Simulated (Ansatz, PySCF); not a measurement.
Noncovalent pair: AsH3 (SMILES [AsH3]) (first 4 atoms) with H2Se (SMILES [SeH2]); geometry from B3LYP-D3(BJ)/def2-TZVP, rigid monomers moved along the line of their centres of mass till As1···Se5 is 5.22 Å.
(charge 0, multiplicity 1):
```xyz
7

As    -0.18873    -0.11764    -0.35513
H     -0.15344    -0.09021    -1.88061
H      1.30997     0.13333    -0.25092
H     -0.50743     1.36942    -0.26977
Se     0.01152    -0.69078     4.82872
H     -1.43229    -0.75935     4.56651
H     -0.21903    -0.18194     6.19055
```

Interaction energies are E(AB) − E(A) − E(B) at the monomers' geometry in the complex; basis-set methods are counterpoise corrected.

Correlated levels freeze the cores. Filled d and f shells under p-block atoms count as core. CBS: X⁻³ extrapolation of the correlation energy, Hartree–Fock from the larger set.

Run with Ansatz (a first-principles code); PySCF for the dispersion terms. 

PBE/def2-TZVPPD gives -9.8 meV for the interaction energy.

### Question
How do the other levels lie against it? Give each less PBE: PBE-D3(BJ)/def2-TZVPPD, r2SCAN/def2-TZVPPD, B3LYP/def2-TZVPPD, wB97M-V/def2-TZVPPD, MP2/CBS(aug-cc-pVDZ, aug-cc-pVTZ), MP2/CBS(aug-cc-pVDZ, aug-cc-pVTZ) + ΔCCSD(T)/aug-cc-pVDZ.

### Answer
PBE-D3(BJ)/def2-TZVPPD -11.1; r2SCAN/def2-TZVPPD 0.6; B3LYP/def2-TZVPPD 8.7; wB97M-V/def2-TZVPPD -5.3; MP2/CBS(aug-cc-pVDZ, aug-cc-pVTZ) -8.2; MP2/CBS(aug-cc-pVDZ, aug-cc-pVTZ) + ΔCCSD(T)/aug-cc-pVDZ -6.4 meV. 2 of 6 lie above PBE; the widest gap is to PBE-D3(BJ)/def2-TZVPPD.
